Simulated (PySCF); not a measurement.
**V⁺ (vanadium, charge +1): CAM-B3LYP calculation**

Configuration: [Ar] 3d3 4s1, high-spin 5F determinant (an excited configuration). Calculation: PySCF 2.14, in x2c-QZVPPall (11s7p5d3f2g, 96 functions); the spin-free X2C one-electron Hamiltonian (Gaussian nucleus).

```
Total energy                        : -948.990 hartree
One-electron energy                 : -1295.166 hartree
Hartree (Coulomb) energy            : 391.697 hartree
Exchange-correlation energy         : -45.522 hartree
⟨S²⟩                                : 6.0006
⟨L²⟩                                : 12.007
Sum of ⟨r⟩                          : 17.45 bohr
Sum of ⟨r²⟩                         : 27.54 bohr²
Langevin diamagnetic susceptibility : -21.8 ×10⁻⁶ cm³/mol
```

| shell | electrons | mean orbital energy (eV) | rms radius, mean of both spins (bohr) |
| --- | --- | --- | --- |
| 1s α | 1 | -5402.5 | 0.0768 |
| 1s β | 1 | -5402.4 | 0.0768 |
| 2s α | 1 | -622.93 | 0.335 |
| 2s β | 1 | -621.80 | 0.335 |
| 2p α | 3 | -521.32 | 0.304 |
| 2p β | 3 | -520.38 | 0.304 |
| 3s α | 1 | -84.633 | 1.02 |
| 3s β | 1 | -81.261 | 1.02 |
| 3p α | 3 | -57.281 | 1.11 |
| 3p β | 3 | -53.678 | 1.11 |
| 3d α | 3 | -17.239 | 1.53 |
| 4s α | 1 | -13.244 | 3.21 |

Densities and radii are taken from the X2C orbitals without a picture-change correction, which distorts them close to the nucleus.
